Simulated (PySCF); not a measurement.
C3H12InN, neutral, multiplicity 1. Atoms are numbered in the order given.

```xyz
17

In     0.0000     0.0000     0.2266
C      1.8523     1.1768     0.4414
H      2.7084     0.6637    -0.0261
H      2.0948     1.3258     1.5060
H      1.7472     2.1735    -0.0177
C      0.0930    -2.1926     0.4414
H      1.0087    -2.5999    -0.0177
H     -0.7794    -2.6773    -0.0261
H      0.1008    -2.4770     1.5060
C     -1.9453     1.0157     0.4414
H     -2.1955     1.1512     1.5060
H     -2.7559     0.4264    -0.0177
H     -1.9289     2.0137    -0.0261
N      0.0000     0.0000    -2.2317
H     -0.9493    -0.0575    -2.6038
H      0.5245    -0.7934    -2.6038
H      0.4249     0.8509    -2.6038
```

The structure is a stationary point at B3LYP-D3(BJ)/def2-SVP. The isomer is the one that the SMILES or the coordinates give; other isomers of the formula were not compared. The def2 effective core potentials stand for the cores of In; spin–orbit coupling is left out. One conformer was computed; it need not be the lowest.

The numbers are results of M06-2X/def2-TZVP run with PySCF, not measurements.

* **total energy**: -366.33590 hartree
* **point group**: C3
* **highest occupied level**: -7.52 eV
* **lowest empty level**: 0.27 eV
* **orbital gap**: 7.80 eV
* **dipole moment**: 4.22 D
* **quadrupole, principal values (traceless, Buckingham form, about the centre of nuclear charge)**: -8.94, -8.94, 17.88 D·Å
* **mean static polarisability**: 87.6 bohr³ (12.98 Å³)
* **polarisability, principal values**: 76.5, 93.1, 93.1 bohr³
